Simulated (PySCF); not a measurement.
Compound: C6H6F2.
Atom-mapped SMILES: `[CH2:1]=[CH:2]/[CH:3]=[C:4](/[F:5])[C:6](=[CH2:7])[F:8]` (hydrogens: H9, H10 on C1; H11 on C2; H12 on C3; H13, H14 on C7)

Structure used (GFN2-xTB), in Å, numbered top down from 1:
```xyz
14
C6H6F2 angstrom
C     -2.8115   -0.1705    0.7805
C     -1.5627    0.1667    0.4616
C     -0.5852   -0.8134    0.0730
C      0.6976   -0.6074   -0.2690
F      1.4262   -1.7057   -0.5999
C      1.4908    0.6051   -0.3585
C      2.7705    0.6649   -0.7152
F      0.8423    1.7481   -0.0455
H     -3.1450   -1.1953    0.7637
H     -3.5390    0.5675    1.0689
H     -1.2623    1.2021    0.4908
H     -0.9202   -1.8431    0.0526
H      3.3118   -0.2259   -0.9696
H      3.2860    1.6064   -0.7556
```

Method: TDDFT CAM-B3LYP/def2-SVPD, vertical, gas phase, core orbitals frozen in the response (PySCF).

Ground-to-excited transition dipoles (e·a0, same axes as the geometry; the sign carries no meaning), for the states with f of 0.002 or more among the lowest 8:

```csv
state,E (eV),μx,μy,μz
S1,4.895,2.716,0.374,-0.731
S2,6.343,-0.404,-0.135,0.100
S3,6.558,-0.070,0.028,-0.249
S4,6.837,-0.174,0.300,0.085
S6,7.078,0.032,-0.014,0.114
S8,7.364,-0.057,0.022,-0.201
```

(1) What oscillator strength does each state have?

(2) What is the point group, and which symmetry does each of these states have?

(3) What angle do the transition dipoles of S2 and S3 make?

(4) How is the summed strength of these states shared among x, y and z?

(5) What peak molar absorption coefficient would the strongest computed level give as a lone Gaussian band 0.5 eV wide at half height?

Answers

(1) f = (2/3) ΔE |μ|² with ΔE in hartree (27.2114 eV).

```csv
state,|μ|² (au),|μ| (D),f
S1,8.051,7.21,0.966
S2,0.191,1.11,0.030
S3,0.068,0.66,0.011
S4,0.127,0.91,0.021
S6,0.014,0.30,0.002
S8,0.044,0.53,0.008
```

(2) Cs. Polarised normal to the mirror plane, so A″: S3, S6 and S8. Polarised in the mirror plane, so A′: S1, S2 and S4.

(3) |cos θ| = |μa·μb| / (|μa| |μb|) = 0.00, so θ ≈ 90° (taken between 0 and 90°, since the signs are arbitrary).

(4) (2/3) Σ ΔE μα² gives 0.917 for x, 0.035 for y and 0.086 for z, 1.038 in all.

(5) ε(max) = 2.175×10⁸ f / FWHM, with the width in cm⁻¹. S1: 2.175×10⁸ × 0.9655 / 4033 ≈ 52000 L mol⁻¹ cm⁻¹.

Hardware: one thread of an x86-64 server, no GPU, shared host. Cost: 38 s of wall time.

One conformer stands for the species.
